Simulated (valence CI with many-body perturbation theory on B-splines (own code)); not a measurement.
Ag⁴¹⁺: fill in the table

Calculated by valence CI with perturbative core correlation (CI+MBPT): four valence electrons over a frozen Dirac-Fock core [He], radial functions for each j: 11 s, 11 p, 10 d, 8 f, 5 g, 2 h, with the one-electron correlation potential Σ1 (screened to all orders), the two-electron term Σ2, the three-electron term Σ3, Breit, model QED; selected single and double excitations, second order for the rest, scaled by the run's own slope (own B-spline code, finite nucleus).

The last digits are not significant, and no measured levels were compared; by estimate large intervals hold to a few tenths of a per cent, small ones and those within an open d or f shell to about a per cent. Among the levels kept, up to 760 cm⁻¹ of a level comes from second order outside the variational space, and about a tenth of that is noise between levels of different J, which matters for small intervals.

| Level | E (eV) |
| --- | --- |
| (2s^2 2p1/2^2) J=0 | 0.00 |
| (2s^2 2p1/2 2p3/2) J=1 | 175.38 |
| (2s^2 2p1/2 2p3/2) J=2 | 189.27 |
| (2s 2p1/2^2 2p3/2) J=2 | ? |
| (2s^2 2p3/2^2) J=2 | 374.75 |
| (2s 2p1/2^2 2p3/2) J=1 | 379.32 |
| (2s^2 2p3/2^2) J=0 | 408.39 |
| (2s 2p1/2 2p3/2^2) J=2 [a] | ? |
| (2s 2p1/2 2p3/2^2) J=3 | ? |
| (2s 2p1/2 2p3/2^2) J=0 | 552.46 |
| (2s 2p1/2 2p3/2^2) J=1 [a] | 564.09 |
| (2s 2p1/2 2p3/2^2) J=2 [b] | 574.09 |
| (2s 2p1/2 2p3/2^2) J=1 [b] | ? |
| (2s 2p3/2^3) J=2 | ? |
| (2p1/2^2 2p3/2^2) J=2 | 740.54 |
| (2p1/2^2 2p3/2^2) J=0 | 777.51 |
| (2s 2p3/2^3) J=1 | 778.87 |
| (2p1/2 2p3/2^3) J=1 | 923.69 |
| (2p1/2 2p3/2^3) J=2 | ? |
| (2p3/2^4) J=0 | 1141.07 |

Levels are named by their leading jj configuration (3d3/2^4 stands for four electrons in 3d with j = 3/2), which in mixed levels can hold well under half, so a name can repeat and another be missing. Letters in brackets count levels of one name in rising energy.

**Question.** The levels stand in rising order. What does the calculation give for the missing energies?

**Answer.** (2s 2p1/2^2 2p3/2) J=2 326.22; (2s 2p1/2 2p3/2^2) J=2 [a] 492.75; (2s 2p1/2 2p3/2^2) J=3 522.15; (2s 2p1/2 2p3/2^2) J=1 [b] 578.76; (2s 2p3/2^3) J=2 731.11; (2p1/2 2p3/2^3) J=2 938.62.
